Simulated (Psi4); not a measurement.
bismuth atom (Bi), quartet (core potentials on Bi). Base run: CAM-B3LYP/def2-SVP (Psi4).

Here is a job for Psi4.
```
memory 2 GB

molecule {
0 4
Bi    0.00000000    0.00000000    0.00000000
}

set {
  basis def2-svp
  reference uks
}

energy('cam-b3lyp')
print_variables()
```

Variants of this job, named by their change:

| change | basis functions | E (Eh) |
|---|---|---|
| base | 26 | -214.58017 |
| basis = def2-SV(P) | 26 | -214.58017 |
| basis = def2-SVPD | 32 | -214.58035 |
| basis = def2-TZVPP | 50 | -214.58508 |
| basis = def2-TZVP | 50 | -214.58508 |
| basis = def2-TZVPD | 56 | -214.58510 |
| basis = def2-QZVP | 82 | -214.58588 |
| basis = def2-QZVPP | 82 | -214.58588 |

Totals compare only among sets that treat the same electrons; sets with core potentials leave the core out.

Open shells are given as the SCF converged; they aren't shown to be the lowest states, and a large step between rows can be another state.
